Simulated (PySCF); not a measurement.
Atoms are numbered as in `[O:1]=[C:2]([O-:3])[O:4][C@H:5]([F:6])[C:7]([F:8])=[C:9]([F:10])[F:11]`; H(Xn) means a hydrogen on atom n.

Geometry: GFN2-xTB; GIAO absolute shieldings from PySCF 2.14, gas phase, non-relativistic, averaged over equivalent atoms.

At KT3/3-21G (101 basis functions, 15 s wall time on 1 thread of an Intel Xeon Platinum 8488C, shared host):
```tsv
atoms	σ (ppm)
O4	148.9
O3	165.5
O1	189.5
C9	66.6
C7	81.7
C2	91.8
C5	109.9
F10	310.3
F11	313.9
F6	318.7
F8	377.6
H(C5)	26.45
```

**Question.** Predict the values at PBE0/pcSseg-1 on the same geometry.

**Answer.** 
| atoms | σ at PBE0/pcSseg-1 | change |
| --- | --- | --- |
| O4 | 94.2 | -54.7 |
| O3 | 119.1 | -46.4 |
| O1 | 147.0 | -42.5 |
| C9 | 18.4 | -48.2 |
| C7 | 38.5 | -43.2 |
| C2 | 42.5 | -49.3 |
| C5 | 76.3 | -33.6 |
| F10 | 289.0 | -21.3 |
| F11 | 297.7 | -16.2 |
| F6 | 298.9 | -19.8 |
| F8 | 369.9 | -7.7 |
| H(C5) | 24.49 | -1.96 |

The largest change is at O4 (ester alkoxy oxygen). Cost: 192 basis functions, 41 s wall time on 1 thread of an Intel Xeon Platinum 8488C, shared host. The order of the carbon signals is the same at both levels.
